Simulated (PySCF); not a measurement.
Geometry:
```json
{"atom": "B1", "x (Å)": "-0.286", "y (Å)": "-0.477", "z (Å)": "-0.016"}
{"atom": "C2", "x (Å)": "1.279", "y (Å)": "-0.571", "z (Å)": "-0.010"}
{"atom": "H3", "x (Å)": "1.597", "y (Å)": "-0.608", "z (Å)": "1.049"}
{"atom": "H4", "x (Å)": "1.766", "y (Å)": "0.312", "z (Å)": "-0.448"}
{"atom": "H5", "x (Å)": "1.658", "y (Å)": "-1.485", "z (Å)": "-0.489"}
{"atom": "C6", "x (Å)": "-1.101", "y (Å)": "0.860", "z (Å)": "0.018"}
{"atom": "H7", "x (Å)": "-1.320", "y (Å)": "1.134", "z (Å)": "-1.031"}
{"atom": "H8", "x (Å)": "-0.543", "y (Å)": "1.703", "z (Å)": "0.453"}
{"atom": "H9", "x (Å)": "-2.072", "y (Å)": "0.754", "z (Å)": "0.525"}
{"atom": "F10", "x (Å)": "-0.979", "y (Å)": "-1.621", "z (Å)": "-0.051"}
```

- NMR shieldings at B3LYP/pcSseg-1/GIAO
- coordinates at the PBE0-D3(BJ)/def2-SVP level
- run in PySCF
- fast rotation and ring inversion assumed for equivalent nuclei, isolated molecule, single conformer, non-relativistic

δ = σ(ref) − σ, references computed at the same level: TMS for 13C (σref 179.24), 1H (σref 31.38); 11B (σref 97.83) vs BF3·OEt2; 19F (σref 171.94) vs CFCl3.

| atoms | nucleus | count | δ (ppm) |
| --- | --- | --- | --- |
| H3/H4/H5/H7/H8/H9 | 1H | 6 | 0.51 |
| C2/C6 | 13C | 2 | ? |
| B1 | 11B | 1 | ? |
| F10 | 19F | 1 | -6.5 |

Estimate the values marked ?.

Results:


- C2/C6: 6.8 ppm, carbon bonded to B, 3 H
- B1: 62.1 ppm, boron bonded to 2 C, F

A carbon bonded to boron is broadened by the quadrupolar boron nucleus and is often missing from a measured spectrum. Shifts are as computed. Against solution values, carbons near 30 ppm lie about +2 ppm off and those near 130 ppm about +6 ppm. Of 1211 compounds with measured shifts, 218 miss one by over three times the rms of a fit or turn the order of signals round; such compounds aren't used in these exercises. Unscaled 19F shifts against computed CFCl3 carry errors that often reach 10 to 50 ppm.
